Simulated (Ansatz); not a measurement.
Steps of a relaxation of `BCBr` with RKS PBE0-D4/def2-TZVP.

```sh
$ ansatz run in.yaml --threads 2 --pin off --events-out ev --progress --plain --max-ram 4352MiB
```

```yaml
crystal:
  periodic: [false, false, false]
  atoms:
    - {symbol: B, position_ang: [-0.194997, -0.825575, -0.196948]}
    - {symbol: C, position_ang: [0.481167, 0.493252, 0.314378]}
    - {symbol: Br, position_ang: [-1.161084, 1.232933, -0.584631]}
    - {symbol: H, position_ang: [0.120818, -1.271026, -1.281976]}
    - {symbol: H, position_ang: [-0.948029, -1.429298, 0.540448]}
    - {symbol: H, position_ang: [1.346031, 0.934650, -0.210613]}
    - {symbol: H, position_ang: [0.417393, 0.796963, 1.373642]}
basis:
  gaussian: {orbitals: def2-TZVP}
hamiltonian: {xc: pbe0, dispersion: d4}
relax: {f_tol: 0.005, max_steps: 150}
```

Positions (Å) and forces (eV/Å) along the path, 6 of 6 steps:

```xyz
7
step=1 energy=-71814.5254 eV
B    -0.195   -0.826   -0.197    0.027   -0.150    0.003
C     0.481    0.493    0.314    0.054    0.185    0.043
Br   -1.161    1.233   -0.585    0.237   -0.079    0.133
H     0.121   -1.271   -1.282   -0.133    0.193    0.431
H    -0.948   -1.429    0.540    0.293    0.255   -0.297
H     1.346    0.935   -0.211   -0.491   -0.240    0.274
H     0.417    0.797    1.374    0.013   -0.165   -0.587
7
step=2 energy=-71814.5512 eV
B    -0.186   -0.829   -0.192   -0.018   -0.027   -0.013
C     0.478    0.488    0.312   -0.049    0.107   -0.020
Br   -1.149    1.232   -0.578    0.070   -0.014    0.039
H     0.117   -1.261   -1.268   -0.020    0.039    0.133
H    -0.939   -1.417    0.532    0.102    0.057   -0.076
H     1.329    0.928   -0.209   -0.113   -0.091    0.087
H     0.411    0.792    1.357    0.027   -0.071   -0.151
7
step=3 energy=-71814.5534 eV
B    -0.190   -0.823   -0.194    0.065   -0.035    0.035
C     0.467    0.493    0.306   -0.030   -0.020   -0.019
Br   -1.151    1.244   -0.578    0.043   -0.005    0.025
H     0.124   -1.261   -1.257   -0.017    0.001   -0.044
H    -0.926   -1.417    0.532   -0.046   -0.003    0.006
H     1.325    0.915   -0.206    0.013    0.034   -0.037
H     0.413    0.780    1.350   -0.028    0.028    0.034
7
step=4 energy=-71814.5543 eV
B    -0.184   -0.828   -0.191   -0.003   -0.020   -0.003
C     0.468    0.492    0.306    0.011    0.015    0.008
Br   -1.147    1.244   -0.575   -0.004    0.006   -0.002
H     0.121   -1.261   -1.260   -0.001    0.000   -0.001
H    -0.930   -1.417    0.531   -0.001    0.000    0.000
H     1.324    0.919   -0.208   -0.005   -0.001    0.006
H     0.410    0.783    1.351    0.002    0.000   -0.007
7
step=5 energy=-71814.5543 eV
B    -0.184   -0.829   -0.191    0.001    0.005    0.001
C     0.468    0.492    0.306   -0.006   -0.001   -0.003
Br   -1.147    1.246   -0.575    0.003   -0.004    0.002
H     0.121   -1.262   -1.260    0.000   -0.001   -0.002
H    -0.929   -1.418    0.531   -0.001   -0.001    0.001
H     1.323    0.919   -0.208    0.001    0.000    0.001
H     0.410    0.784    1.350    0.001    0.000    0.001
7
step=6 energy=-71814.5543 eV
B    -0.184   -0.829   -0.191    0.000    0.000    0.000
C     0.468    0.492    0.306    0.000    0.000    0.000
Br   -1.147    1.246   -0.575    0.000    0.000    0.000
H     0.121   -1.262   -1.260    0.000    0.000    0.000
H    -0.930   -1.418    0.531    0.000    0.000    0.000
H     1.323    0.919   -0.208    0.000    0.000    0.000
H     0.410    0.784    1.350    0.000    0.000    0.000
```

It took 7.5 s on 2 threads of an AMD EPYC 9R45 on a shared host, with 0.27 GiB of host memory at the peak.
